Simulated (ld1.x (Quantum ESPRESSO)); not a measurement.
**Cutoff test, gold (Au), TM**

ld1.x (Quantum ESPRESSO) 7.5 input, shortened:

```
&input
   title='Au', zed=79., rel=1, dft='PZ', iswitch=3,
   config='[Xe] 4f14 5d10 6s1 6p0'
 /
 &inputp
   pseudotype=2, tm=.true., lloc=0,
   nlcc=.false.
 /
3
6P  2  1   0.00   0.00  3.70  3.70  0.0
5D  3  2  10.00   0.00  2.40  2.40  0.0
6S  1  0   1.00   0.00  1.75  1.75  0.0
 &test
   configts(1)='5d10 6s1 6p0'
 /
```

The pseudo-atom Hamiltonian at the reference potential is diagonalised in spherical Bessel functions j_l(qr) that vanish at 20 bohr, with q² up to the cutoff. All-electron valence levels (Ry): 6p -0.0652, 5d -0.5231, 6s -0.4476.

Task: How do the lowest levels (Ry) of each channel move with the cutoff, and are there ghosts?

Result:

| cutoff (Ry) | p #1 | d #1 | s #1 | f #1 | Σ f·Δε (mRy) |
| --- | --- | --- | --- | --- | --- |
| 8 | -0.0651 | 0.0602 | -0.3973 | 0.1160 | 5883.8 |
| 12 | -0.0651 | -0.0290 | -0.4050 | 0.1160 | 4983.8 |
| 15 | -0.0651 | -0.1485 | -0.4159 | 0.1160 | 3778.0 |
| 21 | -0.0651 | -0.4262 | -0.4402 | 0.1160 | 976.7 |
| 25 | -0.0651 | -0.4798 | -0.4435 | 0.1160 | 437.4 |
| 35 | -0.0651 | -0.5217 | -0.4446 | 0.1160 | 16.6 |
| 45 | -0.0651 | -0.5230 | -0.4464 | 0.1160 | 2.4 |
| 50 | -0.0651 | -0.5230 | -0.4468 | 0.1160 | 1.9 |
| 60 | -0.0651 | -0.5231 | -0.4469 | 0.1160 | 1.2 |
| 70 | -0.0651 | -0.5231 | -0.4472 | 0.1160 | 0.5 |
| 90 | -0.0651 | -0.5231 | -0.4474 | 0.1160 | 0.2 |
| 400 | -0.0651 | -0.5231 | -0.4476 | 0.1160 | 0.0 |

Result: no extra level below or beside the all-electron valence levels (p, d, s, f tested); 10 mRy is reached at 40 Ry and 1 mRy at 70 Ry.

Its largest configuration-test error is -448 meV.
